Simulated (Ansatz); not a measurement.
Geometry optimisation, RKS PBE-D4/def2-SVP in Ansatz.

input.yaml

```yaml
crystal:
  periodic: [false, false, false]
  atoms:
    - { symbol: Ge, position_ang: [-0.487197, 0.169719, -0.361828] }
    - { symbol: Cl, position_ang: [0.03935, -1.120546, 2.763223] }
    - { symbol: F, position_ang: [0.866609, 1.079663, 0.228861] }
    - { symbol: F, position_ang: [-0.69755, 0.733137, -1.99647] }
    - { symbol: H, position_ang: [-0.253119, -1.349202, -0.364988] }
    - { symbol: Br, position_ang: [-2.43307, 0.871868, 0.805321] }
    - { symbol: H, position_ang: [-0.989924, -0.265739, 2.847782] }
basis:
  gaussian: { orbitals: def2-SVP }
hamiltonian:
  xc: pbe
  dispersion: d4
relax:
  f_tol: 0.03
  max_steps: 50
```

Run as:

```bash
$ ansatz run input.yaml --threads 4 --pin off --max-ram 5120MiB --backend cpu --events-out ev --progress --plain --runs-dir out
```

Task: Where does it end, and by what steps?

Result: The forces met the threshold. After 6 steps the energy has fallen by 0.051 eV; H7 moved furthest, 0.15 Å.

| step | energy less start (eV) | largest force component (eV/Å) | accepted |
| --- | --- | --- | --- |
| 0 | 0.0000 | 0.759 | yes |
| 1 | 0.0073 | 1.119 | no |
| 2 | -0.0370 | 0.550 | yes |
| 3 | -0.0472 | 0.122 | yes |
| 4 | -0.0499 | 0.064 | yes |
| 5 | -0.0460 | 0.325 | no |
| 6 | -0.0513 | 0.022 | yes |

```xyz
7
Properties=species:S:1:pos:R:3
Ge -0.484 0.208 -0.364
Cl -0.002 -1.154 2.853
F 0.887 1.151 0.139
F -0.761 0.680 -2.018
H -0.217 -1.301 -0.288
Br -2.329 0.915 0.835
H -1.048 -0.381 2.764
```

Whether the end is a true minimum wasn't checked by a vibrational analysis.

Time of the run: 9 s on 4 threads of Arm Neoverse V2, on a shared host, peak memory 0.18 GiB.
